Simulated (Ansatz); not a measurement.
This geometry of BrH + Cl4F2W (9 atoms, charge 0, multiplicity 1) is a first-order saddle point.

Level of theory: RKS PBE/def2-SVP (Ansatz 0.2.0).

```xyz
9
Properties=species:S:1:pos:R:3
W 0.170 0.156 -0.143
F 0.529 -0.348 1.885
Cl 2.447 -0.049 -0.270
Cl 0.226 2.162 -1.325
Cl -1.915 0.646 0.670
F -0.092 -1.699 0.069
Cl -0.388 -0.583 -2.276
Br 0.971 2.344 1.918
H 0.800 0.773 2.292
```

Question: Which two structures does it join? (They come from a converged band through this point; their orientation in space is the band's.)

Answer: Bonds broken: W1–F2, Br8–H9. Bonds formed: W1–Br8, F2–H9. BrH + Cl4F2W becomes BrCl4FW + FH.

First end point:

```xyz
9
Properties=species:S:1:pos:R:3
W -0.206 -0.004 -0.357
F -0.073 0.526 1.463
Cl 2.089 0.202 -0.507
Cl -0.507 2.196 -0.956
Cl -2.478 -0.291 -0.019
F 0.049 -1.767 0.248
Cl -0.368 -0.750 -2.522
Br 2.771 1.935 2.838
H 1.471 1.355 2.631
```

Last end point:

```xyz
9
Properties=species:S:1:pos:R:3
W 0.307 0.469 -0.502
F -0.108 -0.389 3.294
Cl 2.411 0.230 -1.457
Cl -0.069 2.359 -1.765
Cl -1.770 0.643 0.484
F 0.679 -1.046 0.546
Cl -0.581 -0.919 -2.128
Br 1.316 1.852 1.336
H 0.564 0.202 3.012
```

Question: How far does it lie above each of them?

Answer: 1.06 eV above the first and 0.50 eV above the second. This is the barrier of this one path; another mechanism may lie lower. The orbitals stay closed-shell, which can raise the energy where a bond breaks towards radicals; this wasn't checked here.

The run took 6.7 min on 4 threads of Intel(R) Xeon(R) Platinum 8259CL CPU @ 2.50GHz (Skylake/Cascade Lake), with other jobs on the host, peak memory 0.37 GiB.
